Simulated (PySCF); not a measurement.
C4H6O2. Atoms are numbered in the order given.

```xyz
12

C      1.8067     0.5046     0.0000
C      0.6766    -0.4982     0.0000
O     -0.1565    -0.3200     1.1388
C     -1.3034     0.2618     0.6663
C     -1.3034     0.2618    -0.6663
O     -0.1565    -0.3200    -1.1388
H      2.4298     0.3698    -0.8955
H      1.3964     1.5251     0.0000
H      2.4298     0.3698     0.8955
H      1.0528    -1.5363     0.0000
H     -2.0322     0.6060     1.3945
H     -2.0322     0.6060    -1.3945
```

The structure is a stationary point at PBE0-D3(BJ)/def2-SVP. One conformer was computed; it need not be the lowest.

Calculation: PBE0-D3(BJ)/def2-SVP (PySCF).

Harmonic, unscaled wavenumbers; measured fundamentals usually lie a few per cent lower.

Computed vibrational spectrum:
```tsv
mode	ν (cm⁻¹)	IR (km/mol)	Raman (Å⁴/amu)	depolarisation	moving atoms (share of kinetic energy)
1	89	4.9	0.8	0.51	C 47 %, O 34 %, H 19 %
2	251	0.3	0.0	–	H 97 %
3	351	1.9	2.1	0.75	C 39 %, H 34 %, O 27 %
4	488	11.7	0.8	0.24	C 42 %, O 31 %, H 27 %
5	538	0.4	3.3	0.75	C 51 %, O 30 %, H 19 %
6	720	61.0	2.1	0.74	H 79 %, C 16 %
7	746	2.4	1.0	0.57	O 50 %, C 26 %, H 24 %
8	826	0.0	1.1	0.75	H 73 %, C 27 %
9	862	5.6	7.7	0.26	H 35 %, O 34 %, C 31 %
10	883	5.0	4.0	0.75	C 55 %, H 26 %, O 19 %
11	926	65.2	0.1	0.75	O 50 %, C 28 %, H 22 %
12	1055	2.9	2.6	0.75	C 55 %, O 31 %, H 14 %
13	1074	43.2	4.1	0.75	H 61 %, C 33 %
14	1117	8.1	11.5	0.41	C 63 %, H 25 %, O 12 %
15	1126	10.6	14.6	0.47	H 75 %, C 21 %
16	1146	14.4	3.0	0.53	C 54 %, H 43 %
17	1250	279.2	2.5	0.27	O 48 %, C 34 %, H 18 %
18	1283	0.1	3.7	0.75	H 82 %, C 14 %
19	1367	2.8	1.0	0.73	H 80 %, C 20 %
20	1401	22.7	5.8	0.75	H 60 %, C 32 %, O 9 %
21	1411	72.5	1.5	0.43	H 67 %, C 32 %
22	1455	11.0	16.9	0.70	H 92 %
23	1458	0.8	7.0	0.75	H 91 %
24	1725	44.9	19.8	0.09	C 89 %, H 9 %
25	3069	3.7	107.4	0.01	H 97 %
26	3073	52.9	157.5	0.27	H 92 %, C 8 %
27	3178	10.3	43.1	0.65	H 90 %, C 10 %
28	3181	5.0	68.7	0.75	H 90 %, C 10 %
29	3301	5.6	63.6	0.75	H 92 %, C 8 %
30	3327	0.3	114.7	0.11	H 89 %, C 11 %
```
